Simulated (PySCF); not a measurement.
Si(OH)(OMe)(SeH)2, SMILES [SeH][Si]([SeH])(O)OC, singlet, CAM-B3LYP/def2-SVP optimised geometry.

```
12

C      0.99     1.30     2.43
O      1.23     0.29     1.48
Si     0.54     0.07     0.00
O      0.90    -1.45    -0.50
Se    -1.73     0.07     0.00
Se     1.41     1.75    -1.29
H      1.27     2.29     2.05
H      1.58     1.08     3.32
H     -0.08     1.33     2.71
H      1.81    -1.75    -0.37
H     -1.81     1.54     0.00
H      0.53     1.45    -2.43
```

Density from CAM-B3LYP/def2-TZVP (PySCF 2.14.0) at that geometry.

Minimum of the electron density along straight lines between bonded atoms, close to the bond critical point (lines longer than 1.1 times the sum of covalent radii, or with two minima, are not listed):

| bond | length / Å | ρ at the minimum / e bohr⁻³ | ∇²ρ there / e bohr⁻⁵ | position (fraction from the first atom) |
|---|---|---|---|---|
| C1–O2 | 1.405 | 0.256 | … | 0.35 |
| O2–Si3 | 1.645 | 0.139 | 0.80 | 0.59 |
| Si3–O4 | 1.643 | 0.143 | 0.81 | 0.41 |
| Si3–Se5 | 2.272 | 0.097 | … | 0.35 |
| Si3–Se6 | 2.283 | 0.095 | -0.04 | 0.35 |
| C1–H7 | 1.104 | 0.279 | -0.97 | 0.65 |
| C1–H8 | 1.099 | 0.282 | -1.00 | 0.65 |
| C1–H9 | 1.103 | 0.279 | -0.98 | 0.65 |
| O4–H10 | 0.964 | 0.349 | … | 0.81 |
| Se5–H11 | 1.468 | 0.175 | -0.31 | 0.63 |
| Se6–H12 | 1.468 | 0.176 | -0.32 | 0.63 |

Problem. Complete the blanks.

Solution. 
- C1–O2, ∇²ρ there / e bohr⁻⁵: -0.49
- Si3–Se5, ∇²ρ there / e bohr⁻⁵: -0.05
- O4–H10, ∇²ρ there / e bohr⁻⁵: -2.38
